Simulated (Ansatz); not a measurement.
Process, species as SMILES: BN (BH2-NH2) → B atom + 4 H atom + N atom
B3LYP-D3(BJ)/def2-TZVP geometries, fixed; electronic energies without zero-point terms.

Core correlation in the atomisation energy at CCSD(T) with Ansatz (an electronic-structure program), in kcal/mol: frozen core against all electrons. Core-valence sets carry the plain set on hydrogen. Open shells are unrestricted. Costs are rough ratios of core time on shared machines of one kind.

```csv
basis,"functions, most",frozen core
cc-pVDZ,48,460.84
cc-pCVDZ,56,461.42
cc-pVTZ,116,487.75
cc-pwCVTZ,142,488.41
cc-pCVTZ,142,487.92
cc-pVQZ,230,495.27
cc-pCVQZ,288,495.30
cc-pwCVQZ,288,495.43
```

Q: How large is the core term in each set?

A: The largest core-valence set, cc-pwCVQZ, gives a core term of 2.24 kcal/mol; the valence set cc-pVQZ, which lacks functions for the core, gives 4.97. By row: cc-pVDZ 1.32, cc-pCVDZ 1.18, cc-pVTZ 7.82, cc-pwCVTZ 2.06, cc-pCVTZ 1.79, cc-pVQZ 4.97, cc-pCVQZ 2.15, cc-pwCVQZ 2.24.
